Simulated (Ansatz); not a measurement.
Isomers of Si4H10 (singlet), relaxed with r2SCAN-D4/def2-SVP; total energies from Ansatz at CCSD(T)/def2-TZVP.

```
isomer             description  energy (Eh)
     A     SiH(SiH3)3 (Si₄H₁₀)  -1162.17423
     B  n-SiSiSiSiH10 (Si₄H₁₀)  -1162.17219
```

Correlated methods freeze 20 core orbitals.

**Question.** Work out the relative energies (1 Eh = 2625.5 kJ/mol) and the Boltzmann populations at 500 K from electronic energies alone (R = 8.314 J/mol/K).

**Answer.** ΔE: A 0.0, B 5.4 kJ/mol. RT = 4.16 kJ/mol. Factors exp(−ΔE/RT): A 1, B 0.273; sum 1.273. Populations: A 78.6 %, B 21.4 %. Zero-point energy, vibrational entropy and symmetry numbers are left out and can shift these; an error of 4 kJ/mol changes a ratio by a factor of 2.6. Over the other density-functional and correlated levels in def2 sets, the gap between A and B ranges from 5 to 7 kJ/mol.
